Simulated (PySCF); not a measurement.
C4H3O (SMILES [c-]1ccoc1), charge -1, singlet, at a GFN2-xTB geometry. Base run: M062X/def2-SV(P) (PySCF).

Input for PySCF:
```python
from pyscf import gto, scf, dft

mol = gto.M(
    atom='''
O     0.00331424   -0.00072523    1.15085558
C    -0.00480857    1.10916172    0.26448605
C     0.00618756   -1.05863609    0.30308132
C    -0.00715679    0.81484723   -1.06555540
C     0.00039392   -0.64547339   -0.98975849
H    -0.00807905    2.06158188    0.79005941
H     0.01244746   -2.04160206    0.76339482
H     0.00142101   -1.33357490   -1.83381975
''',
    basis='def2-sv(p)',
    charge=-1,
    verbose=4,
)

mf = dft.RKS(mol)
mf.xc = 'm062x'
mf.kernel()
```

Variants of this job, named by their change:

```
change                                                                            ΔE vs base (µEh)  SCF cycles        outcome
--------------------------------------------------------------------------------  ----------------  ----------  -------------
base                                                                                           0.0          10      converged
init_guess = mod_huckel                                                                        0.0          11      converged
diis = off (with mf.max_cycle = 100)                                                             -         100  not converged
init_guess = huckel                                                                            0.0          12      converged
init_guess = 1e                                                                                0.0          18      converged
conv_tol_grad = 1e-3                                                                           0.0          10      converged
conv_tol = 1e-4                                                                                4.7           6      converged
diis_space = 2                                                                                 0.0          25      converged
diis = off; damp = 0.6 (with mf.diis_start_cycle = 200; with mf.max_cycle = 150)               0.0          23      converged
conv_tol = 1e-11                                                                               0.0          13      converged
DIIS = EDIIS                                                                                     -          50  not converged
diis_space = 4                                                                                 0.0          12      converged
diis_space = 20                                                                                0.0          10      converged
```
